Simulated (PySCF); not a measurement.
## Nuclear quadrupole coupling in `CC[Si]1(C(C)C)CSC1`

Compound: C₇H₁₆SSi.
Cartesian coordinates in Å at the GFN2-xTB level; atoms count from 1:
```xyz
25
C7H16SSi angstrom
C      2.113   -1.220   -0.796
C      1.333   -0.013   -1.311
Si     0.116    0.724   -0.039
C     -1.345   -0.385    0.512
C     -2.067   -0.976   -0.697
C     -0.906   -1.496    1.462
C      1.010    1.618    1.405
S      0.499    3.279    0.809
C     -0.446    2.487   -0.550
H      2.654   -0.972    0.114
H      1.443   -2.047   -0.578
H      2.832   -1.557   -1.540
H      2.042    0.761   -1.611
H      0.789   -0.300   -2.211
H     -2.063    0.242    1.052
H     -2.404   -0.190   -1.370
H     -2.935   -1.551   -0.380
H     -1.405   -1.639   -1.250
H     -1.770   -2.055    1.819
H     -0.241   -2.193    0.959
H     -0.384   -1.089    2.324
H      2.095    1.556    1.430
H      0.628    1.457    2.409
H     -0.098    2.863   -1.508
H     -1.501    2.720   -0.445
```

Field gradients from the PBE0/pcSseg-1 density (PySCF, non-relativistic), principal values in atomic units, ordered |Vxx| ≤ |Vyy| ≤ |Vzz|:

```
atom     Vxx     Vyy      Vzz
  S8  0.8032  2.4179  -3.2211
```

**Question.** Find the asymmetry η = (Vxx − Vyy)/Vzz and the couplings χ = eQV/h (234.96 MHz × Q in barn × V in au), with Q(33S) = −0.0678 b.

**Answer.** 
```tsv
atom	environment	nucleus	η	χzz (MHz)	χxx (MHz)	χyy (MHz)
S8	sulfide sulfur	33S	0.50	51.31	-12.80	-38.52
```

The tensor is traceless: Vxx + Vyy + Vzz = 0.

**Question.** What is Vzz at S8 in SI units (1 au = 9.71736 × 10²¹ V/m²)?

**Answer.** -3.2211 au = -31.301 × 10²¹ V/m².

Were the hydrogens deuterons (Q(2H) = 0.00286 b), χzz would run from 201 kHz (H15) to 218 kHz (H24, H25, H22 and H23).

The structure is a single GFN2-xTB conformer in the gas phase; no vibrational or solvent corrections. GFN2-xTB bond lengths can be off by several hundredths of an ångström, more for odd bonds, and the gradients follow them. The small basis limits the accuracy of the gradients.
